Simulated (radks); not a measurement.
Values are calculated unless marked as measured or tabulated.
Numerical settings for neutral neon, [Ne]. Level of theory: non-relativistic Kohn-Sham, LDA (Slater exchange, Perdew-Wang correlation), spin-unpolarised, spherical densities, point nucleus (a radial shooting solver on a logarithmic mesh with Libxc functionals). The defaults (mesh step 0.008 in ln r, mesh end at 40 bohr or more with all orbitals vanishing there, Anderson mixing 0.5 over 9 steps, residual threshold near 1e-9 with the energy settled to 1e-9 hartree or 1e-11 of itself, here a cap of 79 iterations) give E = -128.2299 hartree and 2p at -13.547 eV in 13 iterations. Run on one thread of a shared host, so times are rough (Arm Neoverse V2): 0.03 s of CPU time, 0.03 s wall, 13 iterations on 2496 mesh points. Changes against that run (0 stands for a change within the tolerance of the run):

setting                     iterations  converged  E (mhartree)  e(2p) (meV)  CPU (s)
mesh step in ln r 0.003             13        yes             0            0     0.08
mesh step in ln r 0.12               4         no      diverged            -        0
mesh step in ln r 0.2               79         no     -6.71e+05            -     0.05
mesh end (bohr) 5                   13        yes         +1.84         +122     0.03
mesh end (bohr) 12                  13        yes             0            0     0.03
residual threshold 0.001            10        yes             0        +0.29     0.03
residual threshold 1e-16            79         no             0            0     0.12
mixing 0.01                         28        yes             0            0     0.07
linear mixing, mixing 0.05          79         no       +0.0172         -222     0.15
linear mixing, mixing 0.8           79         no        +0.474         -310     0.18
mixing history 2                    20        yes             0            0     0.04
iteration cap 2                      2         no          +103    -1.68e+04     0.01

Settings that end as converged yet miss the energy by more than 1 mhartree: mesh end (bohr) 5 (+0.00184 hartree). A mesh that ends early acts as a hard wall.
